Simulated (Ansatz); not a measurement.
`[NH2][Sn]([NH2])([NH2])[F]` → F• + 6 H• + 3 N• + Sn•  (atomization)

Program: Ansatz. Geometries: PBE0-D4/def2-TZVP. ΔE: electronic, gas phase. CCSD(T)/CBS is the MP2 limit (def2-TZVPP, def2-QZVPP) plus CCSD(T) − MP2 in def2-TZVPP, frozen cores. This one scheme is used for every species, atoms too. DFT in def2-TZVPP. B3LYP here is the variant with VWN-RPA as its local correlation; programs differ in this. HSE06 is defined as in plane-wave codes. No spin–orbit coupling; open shells (•) take unrestricted orbitals. Spin–orbit coupling would lower the free atoms: a little for F; strongly for Sn. def2 core potentials past Kr. For Sn outer-core shells are correlated without core-valence functions, so the limit isn't a true one: a few kJ/mol of doubt a bond, and 10 to 20 or more in all where bonds break to atoms. One conformer a species, not always the lowest.

`[NH2][Sn]([NH2])([NH2])[F]`:

Z-matrix (Å, degrees):
```
Sn
N 1 2.002
N 1 2.002 2 110.7
N 1 2.002 2 110.7 3 123.2
F 1 1.937 2 108.3 3 -118.4
H 2 1.012 1 112.6 3 15.1
H 2 1.012 1 113.6 3 138.8
H 3 1.012 1 113.6 2 -98.7
H 3 1.012 1 112.6 2 137.7
H 4 1.012 1 113.6 2 138.6
H 4 1.012 1 112.6 2 15.0
```

Question: What is ΔE at CCSD(T)/CBS? (An estimate is asked.)

Answer: Computed: +3615.5 kJ/mol.

Question: What do these levels give: BLYP-D4, HSE06-D4, B2PLYP, PBE, revPBE, B3LYP, MP2/def2-SVP, CCSD(T)/def2-SVP, MP2/def2-TZVPP, SCS-MP2/def2-TZVPP, CCSD(T)/def2-TZVPP, CCSD/CBS(def2)? (Best estimate.)

Answer: The calculation gave: BLYP-D4 3622.8, HSE06-D4 3550.6, B2PLYP 3540.0, PBE 3647.3, revPBE 3494.8, B3LYP 3554.0, MP2/def2-SVP 3274.6, CCSD(T)/def2-SVP 3221.4, MP2/def2-TZVPP 3513.8, SCS-MP2/def2-TZVPP 3524.8, CCSD(T)/def2-TZVPP 3463.9, CCSD/CBS(def2) 3542.9 kJ/mol.

Largest T1 diagnostic among the species: 0.013.

The D4 term adds +34.7 kJ/mol with B3LYP and +18.5 kJ/mol with PBE0; it sums over pairs of atoms, weighted by their polarisabilities, and B3LYP, whose exchange is more repulsive, gets the larger term. From PBE to PBE0 (25 % exact exchange), in def2-TZVPP and without D4, ΔE moves by −117.2 kJ/mol: exact exchange takes away binding that semilocal exchange gives to molecules.

For atomizations the MP2-based limit and the directly extrapolated one differ by several kJ/mol either way, and by 10 to 25 for some Ge, Se and Sn compounds, so smaller differences from it don't rank the levels.
